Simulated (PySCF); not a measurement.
Electronic structure of Co⁻ (cobalt, charge -1) at the UHF level

Configuration: [Ar] 3d8 4s2, high-spin 3F determinant. Computed with PySCF 2.14 in def2-QZVPPD, with no relativity, point nucleus.

```json
{
  "Total energy": "-1381.355684 hartree",
  "One-electron energy": "-1924.9546 hartree",
  "Hartree (Coulomb) energy": "601.8116 hartree",
  "Exchange energy": "-58.2127 hartree",
  "Kinetic energy": "1381.34491 hartree",
  "⟨S²⟩": "2.0156",
  "⟨L²⟩": "12.036",
  "Sum of ⟨r⟩": "26.16 bohr",
  "Sum of ⟨r²⟩": "64.78 bohr²",
  "Density at the nucleus (Gaussians lack the cusp)": "13300 bohr⁻³",
  "Spin density at the nucleus": "-0.151 bohr⁻³",
  "Langevin diamagnetic susceptibility": "-51.3 ×10⁻⁶ cm³/mol"
}
```

| shell | electrons | mean orbital energy (hartree) | spread (hartree) | rms radius, mean of both spins (bohr) |
| --- | --- | --- | --- | --- |
| 1s α | 1 | -282.64687 | 0 | 0.0659 |
| 1s β | 1 | -282.64568 | 0 | 0.0659 |
| 2s α | 1 | -34.45820 | 0 | 0.279 |
| 2s β | 1 | -34.39305 | 0 | 0.279 |
| 2p α | 3 | -29.71365 | 0 | 0.250 |
| 2p β | 3 | -29.64954 | 0 | 0.250 |
| 3s α | 1 | -4.18379 | 0 | 0.846 |
| 3s β | 1 | -4.00120 | 0 | 0.846 |
| 3p α | 3 | -2.69992 | 0 | 0.903 |
| 3p β | 3 | -2.48015 | 0 | 0.903 |
| 3d α | 5 | -0.25828 | 0.05198 | 1.31 |
| 3d β | 3 | -0.16392 | 0 | 1.31 |
| 4s α | 1 | -0.01467 | 0 | 4.70 |
| 4s β | 1 | -0.00037 | 0 | 4.70 |

The outer electron is barely bound at this level, so radii and moments hang on the diffuse functions.

Spin-orbit constants ζ (cm⁻¹) from the X2C one-electron operator on these orbitals (non-relativistic here): bare nucleus, nucleus screened by l(l+1)(2l+1)/3 electrons, and screened by the Breit-Pauli mean field of the electrons.

```json
{"shell": "2p", "bare": "80250", "screened nucleus": "74310", "mean field": "n/a"}
{"shell": "3p", "bare": "9566", "screened nucleus": "8857", "mean field": "n/a"}
{"shell": "3d", "bare": "872.9", "screened nucleus": "549.6", "mean field": "n/a"}
```

To first order the Landé constant is A = -274.8 cm⁻¹, so the lowest level has J = 4 and lies 0.102 eV below the centre of the term. This holds in LS coupling only.
